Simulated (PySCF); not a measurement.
First SCF of a structure search on quintet CoO₂F, at a hand-made T-shaped (ligand arrangement 1) geometry. PySCF input:

```python
from pyscf import gto, scf, dft
mol = gto.M(atom='''
Co     0.000000     0.000000     0.000000
O      1.599000     0.000000     0.055800
O     -1.599000     0.000000     0.055800
F      0.000000     0.000000     1.750000''',
    basis={'Co': 'def2-TZVP', 'O': 'def2-TZVP', 'F': 'def2-TZVP'},
    charge=0, spin=4)
mf = dft.UKS(mol, xc='PBE0')
mf.grids.atom_grid = (50, 194)
aux = {'Co': 'def2-universal-JKFIT', 'O': 'def2-universal-JKFIT', 'F': 'def2-universal-JKFIT'}
mf = mf.density_fit(auxbasis=aux)
mf.conv_tol = 1e-08
mf.diis_space = 10
mf.max_cycle = 60
mf.init_guess = 'minao'
mf.verbose = 4
mf.kernel()
```

Excerpt of the output (cycles alone):

```
init E= -1631.62195918124
cycle= 1 E= -1616.31495308667  delta_E= 15.3  |g|= 5.78  |ddm|= 20.3
cycle= 2 E= -1549.67041308516  delta_E= 66.6  |g|= 16.1  |ddm|= 22.6
cycle= 3 E= -1606.45815226564  delta_E= -56.8  |g|= 10.2  |ddm|= 8.26
cycle= 4 E= -1609.8963235634  delta_E= -3.44  |g|= 8.28  |ddm|= 4.17
cycle= 5 E= -1617.23453870928  delta_E= -7.34  |g|= 7.43  |ddm|= 3.38
cycle= 6 E= -1624.96522214807  delta_E= -7.73  |g|= 5.38  |ddm|= 4.78
cycle= 7 E= -1628.35644148427  delta_E= -3.39  |g|= 3.97  |ddm|= 1.63
cycle= 8 E= -1629.59831245015  delta_E= -1.24  |g|= 3.37  |ddm|= 0.561
cycle= 9 E= -1630.35825401682  delta_E= -0.76  |g|= 2.85  |ddm|= 0.372
cycle= 10 E= -1631.90168370544  delta_E= -1.54  |g|= 1.47  |ddm|=  1.1
cycle= 11 E= -1632.22207214839  delta_E= -0.32  |g|= 0.934  |ddm|= 0.509
cycle= 12 E= -1631.00134375525  delta_E= 1.22  |g|= 2.36  |ddm|= 1.13
cycle= 13 E= -1632.44893165676  delta_E= -1.45  |g|= 0.265  |ddm|= 0.914
... 17 lines left out ...
cycle= 31 E= -1632.48455207367  delta_E= -3.09e-06  |g|= 0.00111  |ddm|= 0.00351
cycle= 32 E= -1632.48455368448  delta_E= -1.61e-06  |g|= 0.000894  |ddm|= 0.00385
cycle= 33 E= -1632.48455413378  delta_E= -4.49e-07  |g|= 0.000365  |ddm|= 0.00269
cycle= 34 E= -1632.48455436  delta_E= -2.26e-07  |g|= 0.000305  |ddm|= 0.0021
cycle= 35 E= -1632.4845544025  delta_E= -4.25e-08  |g|= 0.000127  |ddm|= 0.000392
cycle= 36 E= -1632.48455443334  delta_E= -3.08e-08  |g|= 6.24e-05  |ddm|= 0.000256
cycle= 37 E= -1632.48455444935  delta_E= -1.6e-08  |g|= 6.18e-05  |ddm|= 0.000163
cycle= 38 E= -1632.48455444508  delta_E= 4.27e-09  |g|= 6.14e-05  |ddm|= 4.29e-05
Extra cycle  E= -1632.4845544715  delta_E= -2.64e-08  |g|= 7.16e-05  |ddm|= 0.000215
converged SCF energy = -1632.4845544715  <S^2> = 6.1147504  2S+1 = 5.0456914
```

This is not the lowest solution: another start and a stability analysis within the same unrestricted form found one 79.5 kJ/mol lower, at -1632.51485 Eh.

Other spin states or occupations of the open shell can lie lower.

The search for the lowest solution, 3 starts and the stability check together, took 120 s on 4 threads of a shared Arm Neoverse V1 host, with 138 basis functions; the process peaked at 0.59 GiB. Launch command: `OMP_NUM_THREADS=4 python axn.py task.json out`.
